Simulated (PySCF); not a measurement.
Compound: C7H12.
Atom-mapped SMILES: `[CH2:1]1[CH2:2][CH2:3][C@H:4]2[CH2:5][C@H:6]2[CH2:7]1`

Structure used (GFN2-xTB), in Å, numbered top down from 1:
```xyz
19
C7H12 angstrom
C     -1.3467   -0.2920    0.8499
C     -1.2902   -0.4898   -0.6607
C      0.0432   -1.1200   -1.0558
C      1.2269   -0.4072   -0.4404
C      1.4177    1.0686   -0.6166
C      1.0411    0.5176    0.7295
C     -0.3477    0.7806    1.2814
H     -2.3524    0.0033    1.1558
H     -1.1070   -1.2364    1.3436
H     -1.4163    0.4742   -1.1572
H     -2.1051   -1.1394   -0.9871
H      0.1442   -1.1307   -2.1451
H      0.0527   -2.1595   -0.7157
H      2.1304   -1.0075   -0.4441
H      0.6649    1.6161   -1.1630
H      2.4183    1.4472   -0.7644
H      1.8238    0.5077    1.4787
H     -0.3060    0.8218    2.3716
H     -0.7014    1.7547    0.9321
```

NICS = −σ at a ghost point: NICS(0) at the centroid of the ring atoms, NICS(1) 1 Å to either side along the normal of their mean plane, zz for the tensor component along that normal. Level: GIAO PBE0/pcSseg-1 (PySCF, non-relativistic, gas phase) on the GFN2-xTB geometry, one conformer.

Ring bond lengths (Å), with Mayer bond orders in brackets: C1–C2 1.524 (1.03), C2–C3 1.527 (1.04), C3–C4 1.513 (1.03), C4–C6 1.503 (0.94), C6–C7 1.517 (1.01), C7–C1 1.528 (1.04); C4–C5 1.498 (0.94), C5–C6 1.503 (0.93), C6–C4 1.503 (0.94).

Problem. Give the NICS values of each ring in ppm.

Solution. 
```tsv
ring	type	NICS(0)	NICS(1), two faces	NICS(1)zz, two faces	rms pucker (Å)	centre to ring atoms, mean (Å)
C1–C2–C3–C4–C6–C7	6-membered carbocycle; formal bonds all single	-4.7	-4.7 / -2.1	1.4 / 2.0	0.22	1.48
C4–C5–C6	3-membered carbocycle; formal bonds all single	-44.2	-8.5 / -8.5	-24.8 / -22.1	0.00	0.87
```

Problem. What do they say, and how far can they be read as aromaticity?

Solution. 
- C1–C2–C3–C4–C6–C7: mean NICS(1)zz 1.7 ppm, near zero. C1, C2, C3, C4, C6, C7 have four or more neighbours, so the value isn't read as a sign of a π ring current.
- C4–C5–C6: mean NICS(1)zz -23.4 ppm, shielded. C4, C5, C6 have four or more neighbours, so the value isn't read as a sign of a π ring current. NICS(0) lies 36 ppm below the mean NICS(1).

Problem. What are the shieldings of the ring atoms and their hydrogens in the same run (means over atoms taken as equivalent)?

Solution. 
| atoms | environment | σ isotropic (ppm) |
| --- | --- | --- |
| C1 (×2) | ring CH2 carbon | 161.8 |
| C3 (×2) | ring CH2 carbon | 158.7 |
| C4 (×2) | sp3 carbon at a ring junction | 174.1 |
| C5 | three-membered-ring carbon | 174.1 |
| H8 (×2) | methylene hydrogen | 30.64 |
| H9 (×2) | methylene hydrogen | 30.49 |
| H12 (×2) | methylene hydrogen | 30.04 |
| H13 (×2) | methylene hydrogen | 29.77 |
| H14 (×2) | methine hydrogen | 30.82 |
| H15 | methylene hydrogen | 31.90 |
| H16 | methylene hydrogen | 31.11 |
